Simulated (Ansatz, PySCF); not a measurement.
Cl$_{2}$O$_{2}$W, charge -1, doublet, geometry from GFN2-xTB (such geometries of metal compounds can be far from the true shape) (the multiplicity is a formal guess) (core potentials on W) (in this run its highest filled SCF level lies above zero, so its values depend strongly on the basis, on diffuse functions most of all). Base run: B97M-V/def2-SVP run with PySCF.

Input for PySCF:
```python
from pyscf import gto, scf, dft

mol = gto.M(
    atom='''
W     0.345760   -0.068537    0.113362
O     1.476885   -0.624735   -1.015234
O     0.734278    0.186439    1.740189
Cl   -0.869014    1.743361   -0.747437
Cl   -1.676606   -1.238768   -0.087175
''',
    basis='def2-svp',
    ecp={'W': 'def2-svp'},
    charge=-1,
    spin=1,
    verbose=4,
)

mf = dft.UKS(mol)
mf.xc = 'b97m_v'
mf.kernel()
```

The same geometry, method and basis name were run in Ansatz (an electronic-structure program) and PySCF, at each program's defaults and at the settings that a row names. The base is PySCF at its defaults. Differences at the defaults can come from grids, fitting, cores and function types together.

```tsv
code and settings	ΔE vs base (µEh)	basis functions	E (Eh)	SCF cycles
PySCF, defaults (exact integrals, its default grid, spherical functions)	0.0	96	-1137.52199	14
Ansatz, defaults (factorised integrals, its default grid, spherical functions)	74.1	96	-1137.52192	-
PySCF, density fitting with def2-universal-jkfit	-54.3	96	-1137.52204	14
PySCF, fine grid	128	96	-1137.52186	14
Ansatz, high accuracy	69.6	96	-1137.52192	-
```

Open shells are given as the SCF converged; they aren't shown to be the lowest states, and a large step between rows can be another state.
